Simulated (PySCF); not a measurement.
# A small calculation by hand: oscillator strength and radiative lifetime

C3H7ClSi, SMILES C[SiH2]/C=C/Cl.

Geometry optimised at PBE0-D3(BJ)/def2-SVP. The structure was generated by enumeration; whether it is a known compound was not checked. One conformer was computed; it need not be the lowest.

TDA-B3LYP/def2-SVPD (PySCF 2.14.0) puts the first singlet state with f over 0.02 at 6.39 eV (vertical), with the transition dipole (1.675, 0.407, 0.372) in atomic units.

Find the oscillator strength, the wavelength and the radiative lifetime that this transition would have in vacuum if emission retraced absorption.


|μ|² = 3.1097 au, so |μ| = 4.48 D. ΔE = 6.39/27.211 = 0.2348 hartree. f = (2/3) ΔE |μ|² = 0.487 (the program prints 0.487).
λ = 1239.84/6.39 = 194 nm; ν = 51539 cm⁻¹.
Einstein's coefficient A = 0.6670 ν² f s⁻¹ (ν in cm⁻¹) = 8.6e8 s⁻¹, so τ = 1/A = 1.2 ns. This state is S1. The figure is the radiative limit of this one transition; relaxation, internal conversion, crossing to triplets and a medium change what is measured.
